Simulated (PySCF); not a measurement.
C₃H₈Cl₂Ge (SMILES C[CH2][Ge]([CH3])([Cl])[Cl]), singlet, geometry from GFN2-xTB, with bond 7-1 at 2.4 times its length; PySCF with CASSCF(10,9)/STO-3G.

PySCF was given this input:
```python
from pyscf import gto, scf, mcscf
import numpy

mol = gto.Mole()
mol.atom = '''
    C     2.06534993   -1.46675630   -1.35955250
    C     1.61937151   -0.04510155   -1.05541133
    Ge   -0.16981370    0.03751815   -0.11928794
    C    -1.73628163   -0.77842896   -1.06246175
    Cl   -0.63345273    2.08539127    0.28095176
    Cl    0.00999863   -0.92021537    1.78235099
    H     0.37906282   -2.64781168   -2.96625624
    H     2.13189966   -2.05090856   -0.44412234
    H     3.04460943   -1.46096422   -1.83547189
    H     1.54161085    0.53595187   -1.97400029
    H     2.34783851    0.45123308   -0.41324534
    H    -1.58297477   -1.84514673   -1.18869441
    H    -2.63526632   -0.62038667   -0.47379252
    H    -1.86832860   -0.31776672   -2.03604039
'''
mol.basis = 'sto-3g'
mol.verbose = 4
mol.build()

mf = scf.RHF(mol)
mf.kernel()
mc = mcscf.CASSCF(mf, 9, 10)
mc.fix_spin_(ss=0.0)
mc.kernel()
occ = numpy.linalg.eigvalsh(mc.fcisolver.make_rdm1(mc.ci, mc.ncas, mc.nelecas))[::-1]
ss = mc.fcisolver.spin_square(mc.ci, mc.ncas, mc.nelecas)[0]
print('natural occupations', occ.round(4), ' <S^2>', round(ss, 4))
```

Q: Predict the main parts of the log of this PySCF run.

A: 
```
PySCF version 2.14.0

[INPUT] verbose = 4
[INPUT] num. atoms = 14
[INPUT] num. electrons = 92
[INPUT] charge = 0
[INPUT] spin (= nelec alpha-beta = 2S) = 0
[INPUT] symmetry False subgroup None
[INPUT] Mole.unit = angstrom
[INPUT] Symbol           X                Y                Z      unit          X                Y                Z       unit  Magmom
[...]
nuclear repulsion = 686.659062620121
number of shells = 35
number of NR pGTOs = 177
number of NR cGTOs = 59
basis = sto-3g
ecp = {}

******** <class 'pyscf.scf.hf.RHF'> ********
method = RHF
initial guess = minao
damping factor = 0
level_shift factor = 0
DIIS = <class 'pyscf.scf.diis.CDIIS'>
diis_start_cycle = 1
diis_space = 8
diis_damp = 0
SCF conv_tol = 1e-09
SCF conv_tol_grad = None
SCF max_cycles = 50
direct_scf = True
direct_scf_tol = 1e-13
Set gradient conv threshold to 3.16228e-05
Initial guess from minao.
init E= -3074.58101234097
[...]
cycle= 1 E= -3077.52092777698  delta_E= -2.94  |g|= 0.398  |ddm|= 4.28
[...]
cycle= 2 E= -3077.58213338283  delta_E= -0.0612  |g|= 0.185  |ddm|= 0.926
[...]
cycle= 3 E= -3077.59067497527  delta_E= -0.00854  |g|= 0.132  |ddm|= 0.518
[...]
cycle= 4 E= -3077.59894498354  delta_E= -0.00827  |g|= 0.0136  |ddm|= 0.238
[...]
cycle= 5 E= -3077.59907390929  delta_E= -0.000129  |g|= 0.00397  |ddm|= 0.0387
[...]
cycle= 6 E= -3077.59908285277  delta_E= -8.94e-06  |g|= 0.000825  |ddm|= 0.00979
[...]
cycle= 7 E= -3077.59908333147  delta_E= -4.79e-07  |g|= 0.000187  |ddm|= 0.00238
[...]
cycle= 8 E= -3077.59908335256  delta_E= -2.11e-08  |g|= 4.18e-05  |ddm|= 0.000465
[...]
cycle= 9 E= -3077.5990833539  delta_E= -1.34e-09  |g|= 1.13e-05  |ddm|= 0.000121
[...]
cycle= 10 E= -3077.599083354  delta_E= -9.82e-11  |g|= 2.44e-06  |ddm|= 3.3e-05
[...]
Extra cycle  E= -3077.59908335401  delta_E= -5e-12  |g|= 1.22e-06  |ddm|= 6.26e-06
converged SCF energy = -3077.59908335401

******** <class 'pyscf.mcscf.mc1step.CASSCF'> ********
CAS (5e+5e, 9o), ncore = 41, nvir = 9
max_cycle_macro = 50
max_cycle_micro = 4
conv_tol = 1e-07
conv_tol_grad = None
orbital rotation max_stepsize = 0.02
orbital rotation threshold for CI restart = 0.01
augmented hessian ah_max_cycle = 30
augmented hessian ah_conv_tol = 1e-12
augmented hessian ah_linear dependence = 1e-14
augmented hessian ah_level shift = 1e-08
augmented hessian ah_start_tol = 2.5
augmented hessian ah_start_cycle = 3
augmented hessian ah_grad_trust_region = 3
kf_trust_region = 3
kf_interval = 4
ci_response_space = 4
ci_grad_trust_region = 3
with_dep4 0
natorb = False
canonicalization = True
sorting_mo_energy = False
ao2mo_level = 2
internal_rotation = False
******** <class 'pyscf.fci.addons.SpinPenaltyFCISolver'> ********
max. cycles = 50
conv_tol = 1e-08
davidson only = True
linear dependence = 1e-12
level shift = 0.001
max iter space = 12
nroots = 1
pspace_size = 400
spin = None
CASCI E = -3077.77777229597  S^2 = 0.0000000
Set conv_tol_grad to 0.000316228
macro iter   1 ( 21 JK    4 micro), CASSCF E = -3077.79095974488  dE = -1.31874489e-02  S^2 = 0.0000000
               |grad[o]|=0.0701  |grad[c]|=0.0412  |ddm|=0.0372  |maxRot[o]|=0.264
macro iter   2 ( 21 JK    4 micro), CASSCF E = -3077.79697019369  dE = -6.01044881e-03  S^2 = 0.0000000
               |grad[o]|=0.0304  |grad[c]|=0.0349  |ddm|=0.0292  |maxRot[o]|=0.217
macro iter   3 ( 21 JK    4 micro), CASSCF E = -3077.79982046912  dE = -2.85027544e-03  S^2 = 0.0000000
               |grad[o]|=0.0137  |grad[c]|=0.0252  |ddm|=0.025  |maxRot[o]|=0.176
macro iter   4 ( 21 JK    4 micro), CASSCF E = -3077.80084719895  dE = -1.02672982e-03  S^2 = 0.0000000
               |grad[o]|=0.00985  |grad[c]|=0.0185  |ddm|=0.0141  |maxRot[o]|=0.088
macro iter   5 ( 21 JK    4 micro), CASSCF E = -3077.80249989648  dE = -1.65269753e-03  S^2 = 0.0000000
               |grad[o]|=0.00738  |grad[c]|=0.0087  |ddm|=0.00194  |maxRot[o]|=0.0995
macro iter   6 ( 17 JK    4 micro), CASSCF E = -3077.80329619836  dE = -7.96301878e-04  S^2 = 0.0000000
[...]
               |grad[o]|=0.000239  |grad[c]|=0.000786  |ddm|=0.000484  |maxRot[o]|=0.0299
macro iter  33 (  5 JK    2 micro), CASSCF E = -3077.81374888243  dE = -1.10746787e-05  S^2 = 0.0000000
               |grad[o]|=0.000248  |grad[c]|=0.000747  |ddm|=0.000581  |maxRot[o]|=0.0299
macro iter  34 (  5 JK    2 micro), CASSCF E = -3077.81375933611  dE = -1.04536848e-05  S^2 = 0.0000000
               |grad[o]|=0.000257  |grad[c]|=0.000709  |ddm|=0.000684  |maxRot[o]|= 0.03
macro iter  35 (  4 JK    1 micro), CASSCF E = -3077.81377213326  dE = -1.27971452e-05  S^2 = 0.0000000
               |grad[o]|=0.000263  |grad[c]|=0.00252  |ddm|=0.000752  |maxRot[o]|= 0.04
macro iter  36 (  4 JK    1 micro), CASSCF E = -3077.81378281347  dE = -1.06802163e-05  S^2 = 0.0000000
               |grad[o]|=0.000269  |grad[c]|=0.00235  |ddm|=0.000787  |maxRot[o]|=0.0375
macro iter  37 (  4 JK    1 micro), CASSCF E = -3077.81379099944  dE = -8.18596891e-06  S^2 = 0.0000000
               |grad[o]|=0.000256  |grad[c]|=0.00206  |ddm|=0.00075  |maxRot[o]|=0.0329
macro iter  38 (  9 JK    3 micro), CASSCF E = -3077.81380464201  dE = -1.36425651e-05  S^2 = 0.0000000
               |grad[o]|=0.000234  |grad[c]|=0.00273  |ddm|=0.00647  |maxRot[o]|=0.0898
macro iter  39 ( 10 JK    3 micro), CASSCF E = -3077.81377735086  dE =  2.72911425e-05  S^2 = 0.0000000
               |grad[o]|=0.000524  |grad[c]|=0.00346  |ddm|=0.0011  |maxRot[o]|=0.0545
macro iter  40 ( 17 JK    4 micro), CASSCF E = -3077.81379692704  dE = -1.95761727e-05  S^2 = 0.0000000
               |grad[o]|=0.000414  |grad[c]|=0.00193  |ddm|=0.000464  |maxRot[o]|=0.0348
macro iter  41 (  6 JK    2 micro), CASSCF E = -3077.81380539450  dE = -8.46746343e-06  S^2 = 0.0000000
               |grad[o]|=0.000214  |grad[c]|=0.000536  |ddm|=0.000855  |maxRot[o]|=0.0262
macro iter  42 ( 10 JK    3 micro), CASSCF E = -3077.81380069968  dE =  4.69482347e-06  S^2 = 0.0000000
               |grad[o]|=0.000142  |grad[c]|=0.000878  |ddm|=0.00306  |maxRot[o]|=0.0696
macro iter  43 ( 21 JK    4 micro), CASSCF E = -3077.81380845930  dE = -7.75961826e-06  S^2 = 0.0000000
               |grad[o]|=0.000447  |grad[c]|=0.00145  |ddm|=0.000322  |maxRot[o]|=0.0329
macro iter  44 (  5 JK    1 micro), CASSCF E = -3077.81381174114  dE = -3.28183978e-06  S^2 = 0.0000000
               |grad[o]|=0.000185  |grad[c]|=0.000947  |ddm|=0.00036  |maxRot[o]|=0.0182
macro iter  45 (  5 JK    1 micro), CASSCF E = -3077.81381284251  dE = -1.10137944e-06  S^2 = 0.0000000
               |grad[o]|=0.00011  |grad[c]|=0.000749  |ddm|=0.000262  |maxRot[o]|=0.0122
macro iter  46 (  4 JK    1 micro), CASSCF E = -3077.81381364805  dE = -8.05536274e-07  S^2 = 0.0000000
               |grad[o]|=9.49e-05  |grad[c]|=0.000645  |ddm|=0.000249  |maxRot[o]|=0.0105
macro iter  47 (  3 JK    1 micro), CASSCF E = -3077.81381425442  dE = -6.06369213e-07  S^2 = 0.0000000
               |grad[o]|=8.27e-05  |grad[c]|=0.00056  |ddm|=0.000221  |maxRot[o]|=0.0092
macro iter  48 (  3 JK    1 micro), CASSCF E = -3077.81381471329  dE = -4.58868271e-07  S^2 = 0.0000000
               |grad[o]|=6.85e-05  |grad[c]|=0.000487  |ddm|=0.000207  |maxRot[o]|=0.00801
macro iter  49 (  3 JK    1 micro), CASSCF E = -3077.81381506122  dE = -3.47926743e-07  S^2 = 0.0000000
               |grad[o]|=6.15e-05  |grad[c]|=0.000423  |ddm|=0.000193  |maxRot[o]|=0.00698
macro iter  50 (  3 JK    1 micro), CASSCF E = -3077.81381532501  dE = -2.63795300e-07  S^2 = 0.0000000
               |grad[o]|=5.47e-05  |grad[c]|=0.000368  |ddm|=0.000162  |maxRot[o]|=0.00611
1-step CASSCF not converged,  50 macro (473 JK 118 micro) steps
CASSCF canonicalization
Density matrix diagonal elements [1.99740245 1.98428545 1.98218346 1.97394846 1.30478949 0.69826005
 0.0242406  0.01351815 0.02137188]
CASSCF energy = -3077.81381532501
CASCI E = -3077.81381532501  E(CI) = -15.0247039074789  S^2 = 0.0000000
natural occupations [1.998  1.9866 1.984  1.9734 1.3019 0.6981 0.0284 0.0163 0.0134]  <S^2> 0.0
```

The run did not converge; its last values are not results.
